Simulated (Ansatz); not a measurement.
Reaction (isomerisation): `C[SiH](N)O[SiH3]` → `OC([SiH3])N[SiH3]`

Isolated molecules relaxed with PBE0-D4/def2-TZVP in Ansatz; ΔE leaves out vibrations. CCSD(T)/CBS adds triple-zeta CCSD(T) − MP2 to the extrapolated MP2 energy (def2 sets, frozen cores). DFT in def2-TZVPP. One conformer a species, not always the lowest.

| level | ΔE (eV) |
| --- | --- |
| PBE0 | 3.81 |
| MP2/CBS(def2) | 4.15 |

Problem. What does CCSD(T)/CBS give? (An estimate is asked.)

Solution. Computed: +4.01 eV. The listed levels differ from it by -0.20, 0.14 eV.

Largest T1 diagnostic among the species: 0.012.

From PBE to PBE0 (25 % exact exchange), in def2-TZVPP and without D4, ΔE moves by +0.15 eV. In def2-TZVPP, CCSD(T) changes the Hartree–Fock value by −0.24 eV (the triples alone add −0.05 eV) and MP2 by −0.10 eV.
